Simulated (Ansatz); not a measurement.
Basis-set series for `[SiH3]C[BH][AlH][SiH3]`. The species carries charge 0 and has multiplicity 1. Geometry: relaxed with PBE0-D4/def2-TZVP. It is one conformer, not always the lowest.

| functional | basis | functions | energy (Eh) | HOMO (eV) | LUMO (eV) |
| --- | --- | --- | --- | --- | --- |
| PBE0-D4 | def2-TZVPP | 328 | -889.94259 | -6.87 | -1.90 |
| PBE0-D4 | def2-QZVPP | 624 | -889.97347 | -6.87 | -1.91 |
| ωB97M-V | def2-TZVPP | 328 | -890.26078 | -8.87 | -0.28 |
| ωB97M-V | def2-QZVPP | 624 | -890.29024 | -8.87 | -0.37 |

Q: Give the rows for def2-SVP. (Estimate.)

A: The calculation gave: 
```json
{"functional": "PBE0-D4", "basis": "def2-SVP", "functions": "132", "energy (Eh)": "-889.58402", "HOMO (eV)": "-6.89", "LUMO (eV)": "-1.88"}
{"functional": "ωB97M-V", "basis": "def2-SVP", "functions": "132", "energy (Eh)": "-889.89429", "HOMO (eV)": "-8.86", "LUMO (eV)": "-0.19"}
```

Results of the Gaussian-basis code of Ansatz.
